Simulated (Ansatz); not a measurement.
Input and output for Cd₁₃Te₁₃H₃₀.

```yaml
crystal:
  periodic: [false, false, false]
  atoms:
    - {symbol: Cd, position_ang: [-2.626970, -3.032861, -0.342858]}
    - {symbol: Cd, position_ang: [-2.685645, 0.825185, -4.089257]}
    - {symbol: Cd, position_ang: [-5.579525, 1.423193, -0.969797]}
    - {symbol: Cd, position_ang: [-3.031683, 0.346323, 2.627696]}
    - {symbol: Cd, position_ang: [-4.041708, 4.062629, -2.316497]}
    - {symbol: Cd, position_ang: [2.317689, -4.041700, -4.063217]}
    - {symbol: Cd, position_ang: [0.969728, -5.577256, -1.421358]}
    - {symbol: Cd, position_ang: [0.344299, -2.618077, 3.034128]}
    - {symbol: Cd, position_ang: [4.086506, -2.685122, -0.825929]}
    - {symbol: Cd, position_ang: [0.581732, 0.581420, -0.584383]}
    - {symbol: Cd, position_ang: [0.829674, 4.089365, 2.679066]}
    - {symbol: Cd, position_ang: [4.062014, 2.319476, 4.041232]}
    - {symbol: Cd, position_ang: [1.424676, 0.971245, 5.579365]}
    - {symbol: Te, position_ang: [-3.908129, -0.733353, -1.979007]}
    - {symbol: Te, position_ang: [-0.860502, -3.583007, -2.612552]}
    - {symbol: Te, position_ang: [-0.669439, -1.109857, -5.276474]}
    - {symbol: Te, position_ang: [-1.042584, -1.039919, 1.040797]}
    - {symbol: Te, position_ang: [-1.091031, 2.354739, -2.102821]}
    - {symbol: Te, position_ang: [-3.582783, 2.614413, 0.857596]}
    - {symbol: Te, position_ang: [-0.729499, 1.980528, 3.904371]}
    - {symbol: Te, position_ang: [-1.106607, 5.276231, 0.663515]}
    - {symbol: Te, position_ang: [2.099788, -1.093608, -2.355548]}
    - {symbol: Te, position_ang: [1.977001, -3.905353, 0.734571]}
    - {symbol: Te, position_ang: [2.619095, -0.853986, 3.581417]}
    - {symbol: Te, position_ang: [5.279137, -0.666665, 1.103388]}
    - {symbol: Te, position_ang: [2.355739, 2.098333, 1.088972]}
    - {symbol: H, position_ang: [-3.747772, -4.119766, 0.333932]}
    - {symbol: H, position_ang: [-3.453485, 1.747473, -5.312818]}
    - {symbol: H, position_ang: [-7.257330, 1.443298, -0.675072]}
    - {symbol: H, position_ang: [-4.943502, 2.593334, -2.561052]}
    - {symbol: H, position_ang: [-4.120243, -0.327741, 3.748376]}
    - {symbol: H, position_ang: [-3.423118, 5.622831, -2.259156]}
    - {symbol: H, position_ang: [2.261703, -3.424237, -5.623729]}
    - {symbol: H, position_ang: [0.675668, -7.255130, -1.441311]}
    - {symbol: H, position_ang: [2.559975, -4.942114, -2.592687]}
    - {symbol: H, position_ang: [-0.325246, -3.738329, 4.126492]}
    - {symbol: H, position_ang: [5.314535, -3.453324, -1.741703]}
    - {symbol: H, position_ang: [1.751109, 5.312451, 3.448936]}
    - {symbol: H, position_ang: [5.619461, 2.263015, 3.415419]}
    - {symbol: H, position_ang: [1.437950, 0.669884, 7.256196]}
    - {symbol: H, position_ang: [2.597563, 2.564121, 4.950570]}
    - {symbol: H, position_ang: [-5.122186, -1.447846, -2.899481]}
    - {symbol: H, position_ang: [-1.814289, -4.800904, -3.275946]}
    - {symbol: H, position_ang: [-1.949557, -1.983847, -5.935442]}
    - {symbol: H, position_ang: [-0.692735, -0.123633, -6.664662]}
    - {symbol: H, position_ang: [0.052287, 2.950816, -3.183583]}
    - {symbol: H, position_ang: [-4.800149, 3.281554, 1.809498]}
    - {symbol: H, position_ang: [-1.444867, 2.901716, 5.117492]}
    - {symbol: H, position_ang: [-1.975704, 5.936977, 1.945953]}
    - {symbol: H, position_ang: [-0.116776, 6.661791, 0.685326]}
    - {symbol: H, position_ang: [3.180087, 0.049221, -2.953333]}
    - {symbol: H, position_ang: [2.897139, -5.118891, 1.450340]}
    - {symbol: H, position_ang: [3.281913, -1.809912, 4.798219]}
    - {symbol: H, position_ang: [5.945842, -1.940839, 1.980252]}
    - {symbol: H, position_ang: [6.663165, -0.689939, 0.111300]}
    - {symbol: H, position_ang: [2.957592, 3.175633, -0.054712]}
basis:
  gaussian: {orbitals: def2-TZVP, fitting: {mean_field: def2-universal-jkfit}, final_grid: {core_spheres: 5, valence_spheres: 4, degree: 11}}
hamiltonian: {xc: {name: revPBE0}, dispersion: d3bjatm}
scf: {lower_state_search: full}
```

```sh
$ ansatz run in.yaml --threads 11 --pin off --events-out ev --progress --plain --max-ram 110592MiB --backend cuda --devices 0, --max-vram 75GiB
```

Shortened log:

```
Functional definition: revPBE0
6689 factors; integrals over basis functions are off by at most 6.4e-1 eV
mean field evaluation 1: about -154676.3968 eV, gradient 6.8e1 eV
mean field evaluation 2: about -154676.3913 eV, gradient 6.8e1 eV
mean field evaluation 4: about -154684.5895 eV, gradient 2.4e1 eV
mean field evaluation 8: about -154685.7934 eV, gradient 1.9e-1 eV
mean field evaluation 16: about -154685.7933 eV, gradient 3.6e-4 eV
mean field evaluation 32: about -153440.5096 eV, gradient 5.0e2 eV
mean field evaluation 64: about -153507.7541 eV, gradient 4.8e2 eV
mean field evaluation 96: about -154685.7933 eV, gradient 2.1e-3 eV
mean field evaluation 128: about -154683.2633 eV, gradient 1.9e1 eV
mean field -154685.79331025 eV, -5684.5980543553 hartree, gradient 7.0e-5 eV, S^2 0.000000; 4 other end points of the search recorded, 0 dependent functions left out
reference -154685.79350034 eV, -5684.5980613407 hartree; 301, 301 occupied and 1049, 1049 virtual orbitals, 6689 factors
Total energy: -154695.17485315 eV, -5684.9428196978 hartree
```

Run time 1.8 min (11 threads of AMD EPYC 7R13 on a shared host and a whole NVIDIA H100 80GB HBM3), peak host memory 1.7 GiB.

In the def2 sets Cd, Te take a core potential; there is no spin–orbit coupling.
